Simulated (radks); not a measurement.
Results of a calculation; reference values are marked as such.
Task: Species: the neon ion Ne5+. Configuration: [He] 2s2 2p1. Code: a radial shooting solver on a logarithmic mesh with Libxc functionals. Model: non-relativistic Kohn-Sham, PBE, spin-polarised, spherical densities, point nucleus; open shells are filled with parallel spins first. Some entries of the table are withheld. Estimate them.

orbital  occ.  eigenvalue (hartree)  <1/r> (bohr^-1)  <r> (bohr)
1s up       1                   (1)            9.620      0.1577
1s down     1                   (2)            9.632      0.1575
2s up       1              -5.96356              (3)      0.7329
2s down     1              -5.81961              (4)      0.7395
2p up       1              -5.23083            1.922      0.6642
2p down     0              -5.07464            1.906      0.6719

Result: 
(1) 1s up eigenvalue (hartree): -36.54348
(2) 1s down eigenvalue (hartree): -36.48138
(3) 2s up <1/r> (bohr^-1): 1.999
(4) 2s down <1/r> (bohr^-1): 1.978
